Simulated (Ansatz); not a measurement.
Start from `C=CO[SiH2]F` and change one atom or group to get `O[SiH2]F`.

Ansatz, PBE0-D4/def2-TZVP geometries, multiplicity 1. Each molecule was computed in one conformer, which needn't be the lowest.

```json
{"property": "HOMO–LUMO gap (ωB97M-V/def2-TZVPP) / eV", "`C=CO[SiH2]F`": "11.69"}
{"property": "HOMO energy (PBE0/def2-TZVPP) / eV", "`C=CO[SiH2]F`": "-7.25"}
{"property": "LUMO energy (ωB97M-V/def2-TZVPP) / eV", "`C=CO[SiH2]F`": "2.16"}
{"property": "size of the dipole moment (B3LYP/def2-TZVPP) / D", "`C=CO[SiH2]F`": "1.28"}
{"property": "size of the dipole moment (PBE/def2-TZVPP) / D", "`C=CO[SiH2]F`": "1.17"}
{"property": "HOMO–LUMO gap (PBE/def2-TZVPP) / eV", "`C=CO[SiH2]F`": "5.33"}
```

Problem. Give the same properties after the change, and the shifts. (An estimate is asked.)

Solution. Computed: 
```
                                        property  `O[SiH2]F`  shift
         HOMO–LUMO gap (ωB97M-V/def2-TZVPP) / eV       13.54   1.85
              HOMO energy (PBE0/def2-TZVPP) / eV       -9.32  -2.07
           LUMO energy (ωB97M-V/def2-TZVPP) / eV        1.91  -0.25
size of the dipole moment (B3LYP/def2-TZVPP) / D        1.60   0.32
  size of the dipole moment (PBE/def2-TZVPP) / D        1.55   0.38
             HOMO–LUMO gap (PBE/def2-TZVPP) / eV        7.30   1.97
```

With PBE0 the HOMO falls by 2.07 eV and the LUMO rises by 0.10 eV, so the gap widens by about 2.17 eV. PBE moves the HOMO by -1.73 eV and ωB97M-V by -2.11 eV. Dipoles are sizes alone; their direction can turn.

B3LYP here is the variant with VWN-RPA as its local correlation; programs differ in this.
